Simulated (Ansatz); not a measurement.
Program: Ansatz. Geometries: PBE0-D4/def2-TZVP. ΔE: electronic, gas phase. CBS: MP2 limit from def2 TZ/QZ plus the TZ coupled-cluster correction, frozen cores. This one scheme is used for every species. DFT in def2-TZVPP. Each species was taken in one conformer, which may not be the lowest.

`C=N[SiH](O)S` + H₂S → `C=N[SiH](S)S` + H₂O  (ligand exchange at the Si–O bond)

`C=N[SiH](O)S`:

```xyz
10

C    -0.391    0.982    1.770
N    -0.458    0.905    0.517
Si    0.087   -0.447   -0.422
O    -1.149   -1.064   -1.294
S     1.632    0.407   -1.612
H     0.026    0.196    2.418
H    -0.762    1.873    2.290
H     0.581   -1.591    0.383
H    -1.567   -0.480   -1.930
H     2.001   -0.782   -2.119
```

H₂S:

```xyz
3

S     0.584   -0.207   -0.004
H    -0.524   -0.563    0.664
H    -0.060    0.770   -0.660
```

`C=N[SiH](S)S`:

Cartesian coordinates in Å:
```
C -0.909 1.672 -0.322
N -0.530 0.638 0.286
Si 0.523 -0.585 -0.349
S 2.260 -0.583 0.878
S -0.603 -2.388 -0.411
H -1.578 2.385 0.171
H -0.613 1.931 -1.349
H 1.017 -0.381 -1.737
H 1.546 -0.491 2.014
H -1.113 -2.199 0.818
```

H₂O:

Z-matrix (Å, degrees):
```
O
H 1 0.960
H 1 0.960 2 105.1
```

| level | ΔE (kJ/mol) | difference from CCSD(T)/CBS |
| --- | --- | --- |
| BLYP-D4 | 44.6 | 0.2 |
| r2SCAN-D4 | 45.8 | 1.4 |
| CAM-B3LYP-D4 | 55.9 | 11.5 |
| ωB97X-V | 49.7 | 5.3 |
| PBE | 38.2 | -6.2 |
| BLYP | 52.6 | 8.2 |
| HF/def2-SVP | 59.0 | 14.6 |
| CCSD/def2-TZVPP | 53.4 | 9.0 |
| CCSD(T)/def2-TZVPP | 49.7 | 5.3 |
| HF/CBS(def2) | 69.2 | 24.8 |
| CCSD(T)/CBS | 44.4 | 0 |

Largest T1 diagnostic among the species: 0.013.

The D4 term adds −6.9 kJ/mol with B3LYP and −3.9 kJ/mol with PBE0; it sums over pairs of atoms, weighted by their polarisabilities, and B3LYP, whose exchange is more repulsive, gets the larger term. Leaving LDA and LC-ωPBE aside and taking each functional with its dispersion term where it has one, the values, not all of them listed here, spread over 24.5 kJ/mol, from revPBE-D4 to CAM-B3LYP-D4. LDA lies +3.4 kJ/mol from PBE without D4. In def2-TZVPP, CCSD(T) changes the Hartree–Fock value by −18.5 kJ/mol (the triples alone add −3.7 kJ/mol) and MP2 by −23.3 kJ/mol.

CCSD(T)/CBS has its own doubt, a few kJ/mol and more with outer-core shells, so smaller differences from it don't rank the levels.

B3LYP here is the variant with VWN-RPA as its local correlation; programs differ in this.
